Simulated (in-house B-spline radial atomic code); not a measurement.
How numerical settings move a run on Te VI (Te5+), [Kr] 4d10 5s1. Computed with an all-electron radial atomic-structure program (B-spline basis): Dirac-Kohn-Sham PBE, spherical fractional occupations, Fermi nucleus of rms radius 4.7423 fm.

Command:
```bash
python run_scf.py task.json out
```
Settings of the sound reference run:
```
Z                52
electrons        47
configuration    [Kr] 4d10 5s1
hamiltonian      dirac
method           pbe,pbe
spin_polarised   False
nucleus          fermi
rms_radius       4.7423
mass_number      130
atomic_mass      129.9062
speed_of_light   137.036
knot_spacing     0.22
spline_order     8
gauss_points     12
box_radius       10.53
max_iterations   70
damping          0.5
damped_steps     3
diis_vectors     10
tolerance        1e-08
start            Thomas-Fermi
```

Run time, properties included: 1.6 s on 1 thread of Intel(R) Xeon(R) Platinum 8488C (shared host).

It converges in 9 iterations to -6791.072673 hartree, with 5s1/2 at -65.0352 eV. The other runs change the listed settings, some to values that make no sense; their results aren't properties of the atom or ion. Radii are in bohr (the nuclear one in fm), a minus after a letter asks for a j subshell, and «unchanged» means within 1e-8 hartree. The run stops when the residual is below 10 × tolerance × max(1, Z/10), or a noise floor if that is larger, and the energy moves by less than 1e-8 × √|E| hartree; so very loose and very tight tolerances often act alike.

| changed settings | outcome |
| --- | --- |
| knot_spacing = 0.15 | converged in 9 iterations, energy -5.41e-06 hartree from the reference, 5s1/2 level +2.5e-06 eV |
| max_iterations = 12, damped_steps = 0 | converged in 8 iterations, energy unchanged, 5s1/2 level -4.9e-06 eV |
| electrons = 48, configuration = [Kr] 4d10 5s1 6p-1, max_iterations = 75 | converged in 10 iterations to -6791.9851 hartree, a different physical problem (warning: 6p1/2 reaches the box edge) |
| knot_spacing = 0.75 | converged in 9 iterations, energy +4.93e+00 hartree from the reference, 5s1/2 level +8.9e-01 eV (the program warns: 5s1/2 reaches the box edge; 3s1/2 reaches the box edge) |
| first_knot = 1.92e-05 | converged in 9 iterations, energy +4.75e-06 hartree from the reference, 5s1/2 level +2.1e-06 eV |
| knot_spacing = 2, spline_order = 7, max_iterations = 5, start = bare nucleus | not converged after 5 iterations, last residual 4.2e-02, last energy +1.96e+02 hartree from the reference |
| electrons = 50, configuration = [Kr] 4d10 5s1 6s3, max_iterations = 100 | stopped with error: shell 6s holds at most 2 electrons |
| knot_spacing = 0.3 | converged in 9 iterations, energy +9.24e-05 hartree from the reference, 5s1/2 level -1.1e-04 eV |
| first_knot = 0.00577 | converged in 9 iterations, energy -4.85e-02 hartree from the reference, 5s1/2 level -1.4e-03 eV |
| knot_spacing = 0.1 | converged in 9 iterations, energy -5.83e-06 hartree from the reference, 5s1/2 level +2.3e-06 eV |
| first_knot = 0.0577 | converged in 9 iterations, energy +2.19e+01 hartree from the reference, 5s1/2 level -2.0e-02 eV |
| knot_spacing = 1 | converged in 9 iterations, energy +4.90e+01 hartree from the reference, 5s1/2 level -5.1e-02 eV (the program warns: 2s1/2 reaches the box edge; 2p1/2 reaches the box edge) |
| knot_spacing = 2 | converged in 9 iterations, energy +1.06e+02 hartree from the reference, 5s1/2 level +6.9e+00 eV (the program warns: 2s1/2 reaches the box edge; 2p1/2 reaches the box edge) |
| gauss_points = 8, box_radius = 21.06, max_iterations = 60, damped_steps = 8, start = bare nucleus | converged in 14 iterations, energy +1.47e-08 hartree from the reference, 5s1/2 level -6.4e-06 eV |
| first_knot = 0.000192 | converged in 9 iterations, energy +1.92e-04 hartree from the reference |
| first_knot = 0.00192 | converged in 9 iterations, energy +9.05e-03 hartree from the reference, 5s1/2 level +1.4e-05 eV |
| diis_vectors = 2 | converged in 15 iterations, energy unchanged, 5s1/2 level -6.2e-06 eV |
| method = hf, speed_of_light = 39.01415 | stopped with error: Z/c is past the critical charge |
| max_iterations = 50, damping = 0, damped_steps = 8, tolerance = 0.0001 | converged in 14 iterations, energy unchanged, 5s1/2 level +2.7e-05 eV |

What happens with diis_vectors = 4?

Converged in 9 iterations, energy unchanged, 5s1/2 level +3.8e-07 eV.

What happens with first_knot = 1.92e-06?

Converged in 10 iterations, energy +1.58e-06 hartree from the reference, 5s1/2 level -3.4e-06 eV.

What happens with knot_spacing = 0.4?

Converged in 9 iterations, energy +2.78e-03 hartree from the reference, 5s1/2 level +1.5e-03 eV.

What happens with knot_spacing = 1.4?

Converged in 8 iterations, energy +3.60e+01 hartree from the reference, 5s1/2 level +3.2e+00 eV (the program warns: 2s1/2 reaches the box edge; 2p1/2 reaches the box edge).
